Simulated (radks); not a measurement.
Results of a calculation; reference values are marked as such.
Pm I, configuration [Xe] 4f5 6s2.

Code: a radial shooting solver on a logarithmic mesh with Libxc functionals. Model: Dirac Kohn-Sham, PBE, spin-unpolarised, spherical densities, finite nucleus; open shells fill j = l - 1/2 first; Fermi nuclear charge, rms radius 4.962 fm.

Energy parts (hartree):
part                       energy
total                 -10026.5810
kinetic                10840.8277
electron-nucleus      -24532.0238
Hartree                 3894.2955
exchange-correlation    -229.6804

Orbitals (lengths in bohr, moments of r in powers of bohr):
\begin{tabular}{lrrr}
orbital & occ. & eigenvalue (hartree) & <r> \\ \hline
1s1/2 & 2 & -1652.769 & 0.02318 \\
2s1/2 & 2 & -268.5889 & 0.09846 \\
2p1/2 & 2 & -254.3586 & 0.08245 \\
2p3/2 & 4 & -233.7706 & 0.08896 \\
3s1/2 & 2 & -58.55793 & 0.2601 \\
3p1/2 & 2 & -52.45450 & 0.2498 \\
3p3/2 & 4 & -48.31469 & 0.2624 \\
3d3/2 & 4 & -37.70453 & 0.2339 \\
3d5/2 & 6 & -36.80738 & 0.2378 \\
4s1/2 & 2 & -11.63577 & 0.5929 \\
4p1/2 & 2 & -9.31353 & 0.6082 \\
4p3/2 & 4 & -8.41056 & 0.6368 \\
4d3/2 & 4 & -4.59127 & 0.6827 \\
4d5/2 & 6 & -4.43084 & 0.6929 \\
4f5/2 & 5 & -0.08247 & 1.064 \\
4f7/2 & 0 & -0.06536 & 1.088 \\
5s1/2 & 2 & -1.53353 & 1.442 \\
5p1/2 & 2 & -0.91494 & 1.631 \\
5p3/2 & 4 & -0.79516 & 1.726 \\
6s1/2 & 2 & -0.12998 & 4.382 \\
\end{tabular}

The highest occupied level is 4f5/2 at -2.244 eV. Summed over all electrons, <r^2> = 86.34 bohr^2, which gives a Langevin (diamagnetic) susceptibility term of -68.4 x 10^-6 cm^3/mol. The electron density at the nucleus is 4.927e+05 e/bohr^3.
